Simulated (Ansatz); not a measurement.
Computed with Ansatz on PBE0-D4/def2-TZVP structures; ΔE is electronic, products minus reactants. CCSD(T)/CBS adds triple-zeta CCSD(T) − MP2 to the extrapolated MP2 energy (def2 sets, frozen cores). DFT in def2-TZVPP. B3LYP here is the variant with VWN-RPA as its local correlation; programs differ in this. For Ge outer-core shells are correlated without core-valence functions, which leaves a few kJ/mol of doubt a bond. Scalar relativity is left out up to krypton. One conformer a species, not always the lowest.

`O[SiH](O)S[SiH3]` + `[OH][GeH3]` → `O[SiH](O)[O][GeH3]` + `[SiH3]S`  (ligand exchange at the Si–S bond)

`O[SiH](O)S[SiH3]`:

```xyz
11

O     0.725    2.011   -0.219
Si   -0.328    0.865   -0.691
O    -0.783    1.176   -2.232
S     0.487   -1.113   -0.692
Si    0.267   -1.526    1.397
H     1.538    2.107   -0.718
H    -1.436    0.949    0.284
H    -1.155    0.453   -2.739
H     0.865   -0.444    2.217
H    -1.164   -1.678    1.759
H     0.984   -2.802    1.635
```

`[OH][GeH3]`:

Z-matrix (Å, degrees):
```
Ge
O 1 1.783
H 1 1.531 2 104.3
H 1 1.541 2 109.9 3 119.6
H 1 1.541 2 109.9 3 -119.6
H 2 0.959 1 112.7 3 180.0
```

`O[SiH](O)[O][GeH3]`:

Z-matrix (Å, degrees):
```
Si
O 1 1.637
O 1 1.627 2 107.4
O 1 1.634 2 108.4 3 123.0
H 1 1.476 2 112.6 3 -121.2
H 2 0.958 1 116.4 3 24.0
Ge 3 1.780 1 133.5 2 168.5
H 4 0.959 1 117.3 2 -37.6
H 7 1.537 3 108.8 1 40.2
H 7 1.536 3 108.0 1 -80.7
H 7 1.533 3 105.4 1 160.0
```

`[SiH3]S`:

Cartesian coordinates in Å:
```
Si 0.172 0.380 -0.323
S 0.322 -1.307 0.980
H -0.665 0.080 -1.513
H 1.565 0.661 -0.743
H -0.396 1.561 0.375
H -0.998 -1.376 1.225
```

CCSD(T)/CBS gives -0.66 eV.

(1) Another level gave -0.56 eV. Which?
A. PBE-D4/def2-TZVPP
B. PBE0/def2-TZVPP
C. B3LYP-D4/def2-TZVPP
D. SCS-MP2/def2-TZVPP

Largest T1 diagnostic among the species: 0.012.

## Answers

(1) B. PBE0 -0.56, B3LYP-D4 -0.66, PBE-D4 -0.48, SCS-MP2/def2-TZVPP -0.71 eV.

In def2-TZVPP, CCSD(T) changes the Hartree–Fock value by +0.20 eV (the triples alone add +0.04 eV) and MP2 by +0.25 eV. The D4 term adds +0.05 eV with B3LYP and +0.02 eV with PBE0; it sums over pairs of atoms, weighted by their polarisabilities, and B3LYP, whose exchange is more repulsive, gets the larger term. From PBE to PBE0 (25 % exact exchange), in def2-TZVPP and without D4, ΔE moves by −0.06 eV.
